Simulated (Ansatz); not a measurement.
Calculated with Ansatz (gas phase, PBE0-D4/def2-TZVP geometries, no zero-point term in ΔE). CCSD(T)/CBS is the MP2 limit (def2-TZVPP, def2-QZVPP) plus CCSD(T) − MP2 in def2-TZVPP, frozen cores. DFT in def2-TZVPP. For Ge, Na outer-core shells are correlated without core-valence functions, which leaves a few kJ/mol of doubt a bond. Scalar relativity is left out up to krypton. Each species was taken in one conformer, which may not be the lowest.

Consider the substitution at a C–S bond: `C[S][Na]` + `[CH3][Ge]([NH2])([OH])[Cl]` → `C[O][Ge]([CH3])([NH2])[Cl]` + `[Na][SH]`.

(1) Is it downhill or uphill in electronic energy at CCSD(T)/CBS, and by how much? (Best estimate.)

(2) What do these levels give: r2SCAN-D4, ωB97M-V, B2PLYP, PBE, SCS-MP2/def2-TZVPP, SCS-MP2/def2-QZVPP? (Best estimate.)

Largest T1 diagnostic among the species: 0.010.

Results:

(1) The calculation gave: Uphill: ΔE = +16.0 kJ/mol.

(2) The calculation gave: r2SCAN-D4 13.9, ωB97M-V 14.0, B2PLYP 15.2, PBE 20.3, SCS-MP2/def2-TZVPP 14.5, SCS-MP2/def2-QZVPP 17.0 kJ/mol.

In def2-TZVPP, CCSD(T) changes the Hartree–Fock value by +5.2 kJ/mol (the triples alone add +0.9 kJ/mol) and MP2 by +10.9 kJ/mol.
